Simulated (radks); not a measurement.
Excited configurations of the europium ion Eu2+: one electron is placed in a higher orbital outside [Xe] 4f6. The ground configuration is [Xe] 4f7. Method: Dirac Kohn-Sham, BLYP, spin-unpolarised, spherical densities, finite nucleus; open shells fill j = l - 1/2 first; Fermi nuclear charge, rms radius 5.1115 fm; computed with a radial shooting solver on a logarithmic mesh with Libxc functionals. Excitation = E - E(ground); binding = E(ion) - E, where the ion is the core of charge +3; n* = 3/sqrt(2 binding) in atomic units, and the quantum defect is n - n*.

outer orbital  excitation (eV)  binding (eV)     n*  quantum defect  eigenvalue (eV)  <r> (bohr)
5d3/2                    3.778        19.929  2.479           2.521          -15.272       2.391
5f5/2                   15.789         7.917  3.933           1.067           -6.121       5.588
6p1/2                    8.482        15.224  2.836           3.164          -12.516       3.912
6d3/2                   14.244         9.462  3.597           2.403           -7.803       5.691
6f5/2                   18.316         5.390  4.766           1.234           -4.383       9.579
7s1/2                   13.770         9.936  3.510           3.490           -8.465       6.388

Estimate the row for 6s1/2.

Answer. excitation (eV) 4.425; binding (eV) 19.281; n* 2.520; quantum defect 3.480; eigenvalue (eV) -16.049; <r> (bohr) 3.363. The Delta-SCF ionisation energy is 23.706 eV (NIST Atomic Spectra Database: 24.84 eV, semi-empirical). Self-interaction in the functional shifts the binding energies and quantum defects, so they are the method's values and not measured ones. Spin polarisation and multiplet splitting are left out, so open shells lie too high by an amount that depends on their filling.

Beside tabulated values, note that spin-unpolarised runs miss the spin-polarisation part of the exchange energy of open shells.
